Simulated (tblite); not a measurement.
Compound: CH11O2PSi3.
Geometry (GFN2-xTB, Å), atoms numbered from 1 in this order:
```xyz
18
CH11O2PSi3 angstrom
C     -2.2659   -1.4379   -0.3687
Si    -1.1334    0.0310   -0.8263
P     -2.5419    1.7782   -1.0843
Si     0.5798    0.3790    0.6837
O      0.3352   -0.7461    1.8279
O      2.0281    0.1056   -0.0052
Si     3.1817   -0.0035   -1.1325
H     -2.7039   -1.2963    0.6162
H     -1.7148   -2.3731   -0.3500
H     -3.0807   -1.5400   -1.0809
H     -0.6492   -0.2099   -2.2071
H     -2.7357    1.9839    0.2714
H     -1.5462    2.7387   -1.1357
H      0.7602    1.6948    1.3081
H      1.0131   -0.9918    2.4537
H      2.5502    0.0738   -2.4488
H      4.0909    1.1164   -0.8961
H      3.8237   -1.2965   -0.9018
```

Method: GFN2-xTB as coded in tblite; computed harmonic values from a numerical Hessian at the method's own geometry, unscaled. Errors from tens to a few hundred cm⁻¹ against measured bands are possible. Modes of hydrogen on phosphorus and silicon can be 10 to 20 % off. One conformer, not necessarily the lowest. The optimisation stopped once no atom felt more than 0.01 eV/Å.

Lowest wavenumbers of the output (negative numbers stand for imaginary wavenumbers):
```
mode    cm-1
  1     -28.9
  2     -15.7
  3      21.6
  4      48.4
  5      83.8
  6      84.2
  7     104.7
  8     114.0
```

Task: Is this structure a minimum?

Result: Not by this Hessian. 1 mode is imaginary beyond 20i (29i cm⁻¹), and 1 more slightly so (15.7i). The curvature is small, so loose convergence or finite differences may be the whole cause.

Task: Which atoms move in the imaginary modes?

Result: 29i: H18 (Si–H hydrogen) 27 %, H17 (Si–H hydrogen) 25 %, H16 (Si–H hydrogen) 18 %, O6 (siloxane oxygen) 17 %; 16i: P3 (three-coordinate phosphorus) 22 %, C1 (Si-methyl carbon) 17 %, O5 (silanol oxygen) 14 %, Si7 (oxygen-bound silicon) 12 %. These are shares of the mass-weighted motion.

Task: What is the remedy?

Result: Step along such a mode in both directions, optimise again with tighter thresholds and repeat the frequencies. The zero-point energy of this point (70.8 kcal/mol) counts the 46 real modes alone, and thermal corrections from it aren't those of a minimum.
